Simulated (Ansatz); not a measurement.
A nudged elastic band was laid between two geometries of C2H9B2N (14 atoms, charge 0, multiplicity 1).

Theory: RKS r2SCAN-D4/STO-3G (Ansatz 0.2.0).

```
movable images  : 5
climbing image  : yes
spring          : 5.0 eV/Å²
optimiser       : quadratic models (default)
start path      : IDPP
force threshold : 0.03 eV/Å
iteration limit : 60
end points      : relaxed
```

Image 0:

```xyz
14
Properties=species:S:1:pos:R:3
C -0.721 1.600 0.261
B -0.104 0.144 0.323
C 0.888 -0.176 1.515
B -0.521 -1.018 -0.790
N 0.181 -1.271 -1.958
H -0.110 2.360 0.767
H -0.954 1.949 -0.754
H -1.683 1.561 0.802
H 1.907 0.049 1.154
H 0.895 -1.229 1.824
H 0.727 0.453 2.401
H -1.470 -1.691 -0.608
H -0.082 -2.000 -2.651
H 1.036 -0.762 -2.258
```

Image 6:

```xyz
14
Properties=species:S:1:pos:R:3
C -0.980 1.343 0.558
B 0.156 0.328 0.124
C 1.447 0.226 1.034
B -0.013 -0.586 -1.255
N -0.641 -1.821 -1.307
H -0.791 1.861 1.508
H -1.100 2.110 -0.223
H -1.956 0.839 0.626
H 2.320 -0.230 0.551
H 1.188 -0.413 1.897
H 1.742 1.198 1.457
H 0.419 -0.190 -2.276
H -0.738 -2.390 -2.172
H -1.067 -2.304 -0.492
```

(1) What changes between the two ends?

(2) What energy profile does the band end with?

(3) What is the geometry of the highest image?

The band took 10 iterations and about 3 core-minutes.

Results:

(1) No bond is made or broken. The dihedral C1–B2–B4–N5 goes from 93 to -88°.

(2) It converged. The highest image is number 3 of 0 to 6, 3.2 kcal/mol above the first end and 3.0 kcal/mol above the last; the last end lies 0.1 kcal/mol above the first. A vibrational analysis at the climbing image gives 2 clearly imaginary modes (106i, 73i cm⁻¹): a point of higher order, so a lower path passes nearby. Limits of this set-up: minimal basis.

| image | path coordinate (Å) | energy (kcal/mol) | dihedral C1–B2–B4–N5 (°) |
| --- | --- | --- | --- |
| 0 | 0.00 | 0.0 | 93 |
| 1 | 1.16 | 0.7 | 122 |
| 2 | 2.32 | 2.2 | 151 |
| 3 | 3.49 | 3.2 | -178 |
| 4 | 4.72 | 2.2 | -145 |
| 5 | 5.96 | 0.6 | -116 |
| 6 | 7.19 | 0.1 | -88 |

(3) 
```xyz
14
Properties=species:S:1:pos:R:3:forces:R:3
C -1.187 1.417 0.670 0.00 0.00 0.00
B -0.149 0.333 0.186 0.00 0.00 0.00
C 1.265 0.226 0.893 0.00 0.00 0.00
B -0.566 -0.748 -1.048 0.00 0.00 0.00
N 0.334 -1.730 -1.433 0.00 0.00 0.00
H -0.783 2.178 1.350 0.00 0.00 0.00
H -1.674 1.920 -0.177 0.00 0.00 0.00
H -2.001 0.895 1.203 0.00 0.00 0.00
H 2.080 0.243 0.153 0.00 0.00 0.00
H 1.351 -0.746 1.405 0.00 0.00 0.00
H 1.466 1.010 1.634 0.00 0.00 0.00
H -1.588 -0.739 -1.627 0.00 0.00 0.00
H 0.165 -2.439 -2.178 0.00 0.00 0.00
H 1.275 -1.851 -1.004 0.00 0.00 0.00
```

The run took 3.3 min on 1 thread of Arm Neoverse V1 (shared host), peak memory 0.2 GiB.
